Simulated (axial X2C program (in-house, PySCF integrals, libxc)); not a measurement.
Worked dissociation energy of CrBr: PBE0, scalar-relativistic

All values were computed with an axial X2C code built on PySCF integrals. Spin-free means the one-electron spin-free X2C Hamiltonian. Basis: Br dyall-cv3z [8s9p6d4f1g], Cr dyall-cv3z [9s10p6d3f2g] (cores contracted in-house); Gaussian nuclei, density fitting, unrestricted open shells. Masses: Br 78.918 u, Cr 51.941 u.

Molecular state: M_S = 5/2, Λ = 0 (beyond evenly filled blocks: σα, π+α, π-α, δ+α, δ-α).

```
E(Br) (2M_S = 1, M_L = 0) : -2606.010777 hartree
E(Cr) (2M_S = 6, M_L = 0) : -1050.597604 hartree
E(CrBr) at Re             : -3656.731026 hartree
ωe                        : 301.7 cm⁻¹
ωexe                      : 0.982 cm⁻¹
```

(1) Work out De and D0.

One determinant describes the state; a PBE0 search over occupations chose it and may have missed a lower one. Dissociation energies refer to the lowest single-determinant-based atoms at the same level and basis. Spin-free De lacks the spin–orbit lowering of the heavy p-block atom, a tenth of an eV or more for 4p and 5p, up to an eV for 6p and one to two eV for 7p atoms, less what an open-shell molecule gains itself.

Each atomic determinant is the lowest at this level and need not be a pure term. Totals compare only within one Hamiltonian and basis.

Results:

(1) De = -2606.010777 + (-1050.597604) − (-3656.731026) = 0.12265 hartree = 3.337 eV. The zero-point energy is ωe/2 − ωexe/4 = 151 cm⁻¹ = 0.019 eV, so D0 = 3.319 eV.
